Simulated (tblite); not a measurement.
Species: C6H10B2.
Bonds: B1–B2, B2–C3, C3–C4 (double), C4–C5, C5–C6, C6–C7, C4–C8, C3–C8, C5–C7. Hydrogens: H9, H10 on B1; H11 on B2; H12 on C5; H13, H14 on C6; H15, H16 on C7; H17, H18 on C8.

Computed with GFN2-xTB (tblite), gas phase: L-BFGS steps from a force-field or distance-geometry start until the largest atomic force falls under 0.01 eV/Å.

Step 59: E = -551.4989 eV
```
atom  x, y, z in Å  |  force x, y, z in eV/Å
B1      3.6612   -0.0780    0.3306   -0.047  -0.002  -0.023
B2      2.0792   -0.2600    0.6949   -0.014   0.024   0.005
C3      0.9757    0.3064   -0.1689    0.000  -0.011  -0.004
C4     -0.2095    0.2274   -0.7449    0.006   0.032  -0.001
C5     -1.4392   -0.4665   -1.0731    0.003   0.015  -0.020
C6     -2.2638   -1.1387   -0.0153   -0.007   0.018  -0.007
C7     -2.7586    0.1257   -0.6502   -0.006  -0.018   0.007
C8      0.6227    1.3732   -1.2006    0.016  -0.004   0.010
H9      4.2996    0.8026    0.7715   -0.001   0.024   0.014
H10     4.2565   -0.7988   -0.3785    0.001  -0.040   0.013
H11     1.7198   -0.8491    1.6526    0.013   0.011  -0.006
H12    -1.4160   -0.9238   -2.0586   -0.019   0.000  -0.014
H13    -2.7560   -2.0665   -0.2649    0.006  -0.004   0.011
H14    -1.9192   -1.0835    1.0058    0.032  -0.018  -0.011
H15    -3.5822    0.0716   -1.3468   -0.001   0.007   0.032
H16    -2.7432    1.0299   -0.0593    0.008  -0.019  -0.022
H17     0.4028    2.3720   -0.8410    0.002  -0.004   0.010
H18     1.0615    1.3625   -2.1944    0.008  -0.012   0.005
```

Step 60: E = -551.4994 eV
```
atom  x, y, z in Å  |  force x, y, z in eV/Å
B1      3.6584   -0.0803    0.3304   -0.054  -0.032  -0.016
B2      2.0760   -0.2563    0.6966   -0.012   0.033   0.004
C3      0.9751    0.3134   -0.1683   -0.012  -0.039   0.006
C4     -0.2093    0.2312   -0.7462   -0.006   0.037  -0.005
C5     -1.4390   -0.4629   -1.0745    0.010   0.002  -0.007
C6     -2.2595   -1.1399   -0.0158    0.003   0.012  -0.011
C7     -2.7595    0.1235   -0.6478   -0.008  -0.022   0.012
C8      0.6232    1.3755   -1.2044    0.028  -0.001   0.014
H9      4.3029    0.7919    0.7766    0.009   0.046   0.017
H10     4.2497   -0.8036   -0.3798   -0.001  -0.037   0.009
H11     1.7155   -0.8430    1.6559    0.014   0.014  -0.017
H12    -1.4176   -0.9185   -2.0610   -0.014   0.006  -0.008
H13    -2.7480   -2.0694   -0.2662    0.005  -0.003   0.016
H14    -1.9127   -1.0839    1.0048    0.028  -0.023  -0.020
H15    -3.5834    0.0669   -1.3435   -0.009   0.010   0.027
H16    -2.7487    1.0253   -0.0537    0.014  -0.006  -0.023
H17     0.4031    2.3748   -0.8477   -0.004   0.013   0.009
H18     1.0650    1.3616   -2.1964    0.010  -0.011  -0.007
```

Q: Estimate the geometry and energy of step 61. (The exact step hangs on the optimiser's Hessian estimate; all steps are aligned on step 60, rigid shifts and turns removed.)

A: E = -551.5000 eV, largest force 0.075 eV/Å
```
atom  x, y, z in Å  |  force x, y, z in eV/Å
B1      3.6537   -0.0840    0.3303   -0.041  -0.058  -0.007
B2      2.0710   -0.2510    0.6995   -0.006   0.034  -0.003
C3      0.9743    0.3224   -0.1680   -0.034  -0.064   0.018
C4     -0.2089    0.2370   -0.7484   -0.022   0.034  -0.010
C5     -1.4382   -0.4583   -1.0764    0.010  -0.013   0.009
C6     -2.2532   -1.1417   -0.0166    0.020  -0.001  -0.016
C7     -2.7605    0.1203   -0.6442   -0.004  -0.020   0.013
C8      0.6244    1.3791   -1.2094    0.037   0.002   0.017
H9      4.3056    0.7793    0.7816    0.014   0.060   0.014
H10     4.2407   -0.8115   -0.3801   -0.013  -0.026   0.013
H11     1.7089   -0.8353    1.6600    0.013   0.020  -0.026
H12    -1.4199   -0.9116   -2.0643   -0.006   0.014   0.000
H13    -2.7372   -2.0735   -0.2677    0.006   0.001   0.020
H14    -1.9028   -1.0854    1.0030    0.023  -0.027  -0.028
H15    -3.5849    0.0615   -1.3382   -0.023   0.008   0.015
H16    -2.7548    1.0190   -0.0465    0.021   0.015  -0.017
H17     0.4034    2.3792   -0.8563   -0.005   0.027   0.005
H18     1.0697    1.3608   -2.1994    0.011  -0.005  -0.017
```

The energy changes by -0.0006 eV. The first-order estimate −F·Δx gives -0.0008 eV and the mean of the old and new forces, exact on a quadratic surface, -0.0006 eV. The step makes an angle of 81° with the force vector and moves no atom by more than 0.014 Å.

What follows is the cost of the whole relaxation. On an Arm Neoverse V1 with one thread, shared host with 32 logical CPUs at a one-minute load of 20, this took 1.2 s of wall time.
